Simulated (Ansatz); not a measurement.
Reaction (ligand exchange at the In–Br bond): `[F][In]([F])[Br]` + `C[SeH]` → `C[Se][In]([F])[F]` + HBr

Computed with Ansatz on PBE0-D4/def2-TZVP structures; ΔE is electronic, products minus reactants. CCSD(T)/CBS adds triple-zeta CCSD(T) − MP2 to the extrapolated MP2 energy (def2 sets, frozen cores). Functionals use def2-TZVPP. def2 core potentials past Kr. For Br, In, Se outer-core shells are correlated without core-valence functions, which leaves a few kJ/mol of doubt a bond. Scalar relativity is left out up to krypton. Each species was taken in one conformer, which may not be the lowest.

```tsv
level	ΔE (eV)
revPBE-D4	0.04
r2SCAN0	0.12
```

What does CCSD(T)/CBS give? (An estimate is asked.)

Ansatz gave: +0.08 eV. The listed levels differ from it by -0.04, 0.04 eV.

What do rigid-rotor, harmonic-oscillator terms from PBE0-D4/def2-TZVP frequencies (298.15 K, 1 bar) make of the CCSD(T)/CBS value? (An estimate is asked.)

The calculation gave: ΔZPE = -0.03 eV, ΔH = +0.08 eV, ΔS = -2 J/(mol·K), ΔG = +0.09 eV. Modes under 50 cm⁻¹ make the entropy rough.

Largest T1 diagnostic among the species: 0.014.

At CCSD(T), def2-SVP lies +0.07 eV from the extrapolated value and def2-TZVPP +0.02 eV. In def2-TZVPP, CCSD(T) changes the Hartree–Fock value by −0.21 eV (the triples alone add −0.03 eV) and MP2 by −0.23 eV. From BLYP to BHLYP (50 % exact exchange), in def2-TZVPP and without D4, ΔE moves by +0.09 eV.
